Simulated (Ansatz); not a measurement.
Molecule: CH₆BO₂Si, charge -1, multiplicity 1. It need not be the lowest isomer of its formula. Whether it binds its extra electron was not tested at this geometry. 
Coordinates optimised at B3LYP-D3(BJ)/def2-TZVP (Ansatz, a first-principles code):
SMILES: C[SiH-]B(O)O
```xyz
11

C     -2.2108     0.5252    -0.1005
Si    -0.7933    -0.7200    -0.6522
B      0.8642     0.0960     0.1857
O      1.2228     1.4417     0.1391
O      1.8821    -0.6988     0.7475
H     -2.2635     0.7074     0.9772
H     -3.1922     0.1681    -0.4304
H     -2.0403     1.4899    -0.5900
H     -0.9571    -1.8074     0.4330
H      2.1080     1.5489     0.5144
H      1.5573    -1.6021     0.8089
```
Charge -1, spin multiplicity 1.

Total electronic energies in hartree. Correlated levels leave the core frozen unless marked. Spin-orbit coupling is left out. Non-relativistic. CBS(X,Y): correlation extrapolated as X^-3; Hartree-Fock from the larger set.

```
level                                                program  energy (Eh)
--------------------------------------------  --------------  -----------
HF/6-31G*                                             Ansatz   -504.74180
r2SCAN-D4/def2-TZVPD                          Ansatz + dftd4   -506.57240
B3LYP-D4/def2-TZVPD                           Ansatz + dftd4   -506.76011
BHLYP-D4/def2-TZVPD                           Ansatz + dftd4   -506.60557
HSE06-D3(BJ)/def2-TZVPD                       Ansatz + dftd3   -506.33236
LC-wPBE-D3(BJ)/def2-TZVPD                     Ansatz + dftd3   -506.49224
LC-wPBE-D4/def2-TZVPD                         Ansatz + dftd4   -506.49469
wB97X-V/def2-TZVPD                                    Ansatz   -506.59485
MP2/cc-pV(T+d)Z                                       Ansatz   -505.77341
CCSD/6-31G*                                           Ansatz   -505.44154
CCSD/aug-cc-pV(Q+d)Z                                  Ansatz   -505.89925
CCSD(T)/STO-3G                                        Ansatz   -498.71711
CCSD(T)/aug-cc-pV(D+d)Z                               Ansatz   -505.64998
CCSD(T)/cc-pV(T+d)Z                                   Ansatz   -505.84921
CCSD(T)/CBS(aug-cc-pV(T+d)Z,aug-cc-pV(Q+d)Z)          Ansatz    -505.9783
```

Totals of different functionals don't rank their quality; only differences between species are comparable.
